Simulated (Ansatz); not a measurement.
A nudged elastic band was laid between two geometries of ClF2H3HfO2 (9 atoms, charge 0, multiplicity 1).

These are results of Ansatz, RKS PBE0/def2-SVP, not measurements.

| Item | Value |
| --- | --- |
| movable images | 5 |
| climbing image | yes |
| spring | 5.0 eV/Å² |
| optimiser | quadratic models (default) |
| start path | through a guess of the saddle point |
| force threshold | 0.05 eV/Å |
| iteration limit | 60 |
| end points | relaxed |

Image 0:

```xyz
9
Properties=species:S:1:pos:R:3
Hf 0.363 -0.510 0.044
O -0.456 -0.537 2.252
H -0.667 0.348 2.577
F 1.331 -0.136 -1.560
F -0.144 1.312 0.450
O -1.082 -1.601 -0.551
H -1.730 -2.113 -1.032
Cl 2.107 -1.699 1.215
H 0.130 -0.961 2.894
```

Image 6:

```xyz
9
Properties=species:S:1:pos:R:3
Hf 0.494 -0.352 0.088
O -0.426 -0.402 2.243
H -1.229 -0.939 2.174
F 1.098 -0.566 -1.712
F 0.318 1.551 0.179
O -1.187 -1.343 -0.079
H -1.658 -1.712 -0.830
Cl 2.322 -1.355 1.280
H 0.119 -0.778 2.948
```

Q: What changes between the two ends?

A: No bond is made or broken.

Q: What energy profile does the band end with?

A: The forces met the threshold. The highest image is number 3 of 0 to 6, 0.043 eV above the first end and 0.023 eV above the last; the last end lies 0.020 eV above the first. A vibrational analysis at the climbing image gives one clearly imaginary mode, 62i cm⁻¹: a first-order saddle point.

```csv
image,path coordinate (Å),energy (eV)
0,0.00,0.000
1,0.36,0.014
2,0.73,0.039
3,1.09,0.043
4,1.45,0.039
5,1.81,0.028
6,2.17,0.020
```

Q: What is the geometry of the highest image?

A: 
```xyz
9
Properties=species:S:1:pos:R:3
Hf 0.463 -0.421 0.057
O -0.313 -0.369 2.271
H -1.224 -0.219 2.549
F 1.324 -0.389 -1.648
F 0.079 1.454 0.213
O -1.116 -1.452 -0.333
H -1.652 -1.918 -0.975
Cl 2.192 -1.578 1.284
H 0.098 -1.005 2.872
```

The run took 5.3 min on 4 threads of Arm Neoverse V1 (shared host), peak memory 0.33 GiB.
